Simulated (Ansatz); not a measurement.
Harmonic frequencies (cm⁻¹) at PBE0-D4/def2-TZVP from Ansatz: 64, 93, 142, 406, 473, 553, 591, 634, 682, 700, 709, 771, 918, 930, 952, 964, 978, 1148, 2201, 2222, 2227, 2242, 2260, 2286.

**Question.** Which molecule is it?
A. `[SiH3]N1[SiH2]P1`
B. `F[CH]1C=[CH][GeH2]1`
C. `BCN=C=C`
D. `NC1=CN1`

**Answer.** A.
